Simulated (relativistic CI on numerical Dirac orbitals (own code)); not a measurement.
# Sc³⁺ in a cubic cluster: 2p photoemission with charge transfer

Computed with a charge-transfer multiplet model of a cubic metal-ligand cluster with up to 2 ligand holes, Slater and spin-orbit integrals from Dirac-Coulomb-Breit ions, Slater integrals scaled by 0.8. The parameters are those of a tetrahedral site (10Dq negative, t2 hopping the larger). The ground state mixes d0 with configurations of k ligand holes L, whose averages lie at kΔ + k(k − 1)U_dd/2; a core hole lowers each added d electron by U_cd. 20 K, Lorentzian 0.6 eV and Gaussian 0.8 eV FWHM.

Atomic integrals in eV (Slater integrals scaled, ζ unscaled), ground: F2dd 4.710, F4dd 2.885, zeta_d 0.005; with the core hole: F2dd 4.710, F4dd 2.885, zeta_d 0.020, zeta_core 3.003, F2cd 4.113, G1cd 2.955, G3cd 1.675. Where a configuration has fewer than two d electrons, the dd integrals are those of d2.

Cluster parameters (eV): U_dd = 4.3, U_cd = 5.1, 10Dq = -0.3, 10Dq(ligand) = 0, V(eg) = 1, V(t2g) = -1.7, final-state hopping factor = 0.9.

```csv
Case,n_d,d0,d1L,d2L2,S
Δ = 3.5 eV,0.54,0.52,0.41,0.06,0.00
Δ = 4.5 eV,0.45,0.59,0.36,0.05,0.00
Δ = 5.5 eV,0.38,0.66,0.31,0.03,0.00
```

Weights, n_d and S are thermal averages at 20 K. Binding energies count from the first peak over 30 % of the highest in each spectrum, which can be another peak from case to case. The parameters are a model scan and need not match a compound or its usual spin state. Peaks in eV (height, largest 100):
- Δ = 3.5 eV: 0.0 (100), 4.8 (40), 7.8 (17), 12.5 (7)
- Δ = 4.5 eV: 0.0 (100), 4.7 (40), 7.4 (18), 12.1 (7)
- Δ = 5.5 eV: 0.0 (100), 4.7 (39), 7.2 (16), 11.8 (7)

Curve for Δ = 4.5 eV (points under 2 left out, the grid thinned):

```csv
E (eV),Intensity
-2.9,2.0
-2.6,2.5
-2.2,3.6
-1.9,4.9
-1.5,8.3
-1.2,14.1
-0.9,27.4
-0.5,65.5
-0.2,95.6
0.2,87.8
0.5,54.4
0.9,22.3
1.2,12.4
1.5,8.2
1.9,6.4
2.2,6.6
2.6,8.4
2.9,10.4
3.2,12.7
3.6,16.3
3.9,20.8
4.3,31.9
4.6,39.5
4.9,38.4
5.3,26.5
5.6,17.5
6.0,9.5
6.3,7.1
6.6,7.7
7.0,13.0
7.3,17.2
7.7,15.7
8.0,10.6
8.3,6.4
8.7,3.9
9.0,3.3
9.4,2.7
9.7,2.3
11.1,2.7
11.4,4.2
11.7,6.0
12.1,7.2
12.4,6.2
12.8,3.6
13.1,2.2
```

A d0 ion has no d-d gap: its lowest excitations are ligand-to-metal charge transfer. With the core hole the configuration with one ligand hole lies at Δ − U_cd = -1.6, -0.6, 0.4 eV from the one without, in the order of the table; where this is negative the screened configuration lies lower, though the effective hopping of about 4.0 eV (from the holes of the mixed ground state) mixes the two strongly wherever it is as large as the gap.
